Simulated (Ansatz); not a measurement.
Mulliken charges of Cl2H2NSV (`[NH2][V](=[S])([Cl])[Cl]`) from B3LYP/def2-TZVPP in Ansatz (PBE0-D4/def2-TZVP geometry).

| atom | x (Å) | y (Å) | z (Å) | charge (e) |
| --- | --- | --- | --- | --- |
| N1 | -0.437 | 0.652 | 0.813 | -0.387 |
| V2 | 0.292 | -0.391 | -0.446 | 0.706 |
| S3 | 2.015 | -1.008 | 0.315 | -0.203 |
| Cl4 | -1.011 | -2.049 | -0.848 | -0.231 |
| Cl5 | 0.607 | 0.756 | -2.234 | -0.231 |
| H6 | -1.337 | 1.083 | 0.634 | 0.166 |
| H7 | -0.068 | 0.888 | 1.721 | 0.180 |

By hand: the dipole of these point charges (1 e Å = 4.8032 D).

Σ q r = (-0.175, 0.315, 0.434) e Å, of length 0.564 e Å = 2.71 D.

How does the dipole of the full density compare? (Estimate.)

Computed: (-0.223, 0.373, 0.493) e Å, 3.16 D; the point charges give 0.86 times that, at 2° from its direction.

Point charges leave out the atoms' own dipoles, such as those of lone pairs, and Mulliken's split depends on the basis, so the close match here is no proof of good charges.

B3LYP here is the variant with VWN-RPA as its local correlation; programs differ in this.
